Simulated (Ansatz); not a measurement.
C3H3F, SMILES `C=C[C]F` (singlet; the order of the spin states depends on the level; C–C–C–F torsion 33°) (charge 0, multiplicity 1). This singlet lies 0.23 eV below the relaxed triplet at the level B3LYP/cc-pVTZ // PBE0-D3(BJ)/def2-TZVP (Ansatz, a program for electronic structure); other levels give the other order.

Z-matrix (Å, degrees):
```
C
C 1 1.3381
H 2 1.0844 1 121.89
H 2 1.0845 3 117.19 1 -176.83
H 1 1.0852 2 120.99 3 -0.97
C 1 1.4591 5 115.37 2 166.91
F 6 1.3203 1 108.62 5 160.68
```
Charge 0, multiplicity 1.

Frozen-core energies in 6-31g from Ansatz at a geometry from PBE0-D3(BJ)/def2-TZVP; the HF reference has <S^2> = 0.00 (restricted, and unstable towards unrestricted orbitals) and the T1 diagnostic is 0.018.

| level | energy (Ha) |
|---|---|
| HF | -214.57635 |
| MP2 | -214.93933 |
| CCSD | -214.97157 |

Problem. Estimate the energies of CCSD(T), CCSDT and CCSDT(Q), and give each level's difference from CCSDT(Q).

Solution. 
```
level     energy (Ha)  difference from CCSDT(Q) (mHa)
--------  -----------  ------------------------------
MP2        -214.93933                           46.58
CCSD       -214.97157                           14.34
CCSD(T)    -214.98383                            2.09
CCSDT      -214.98483                            1.08
CCSDT(Q)   -214.98591                            0.00
```
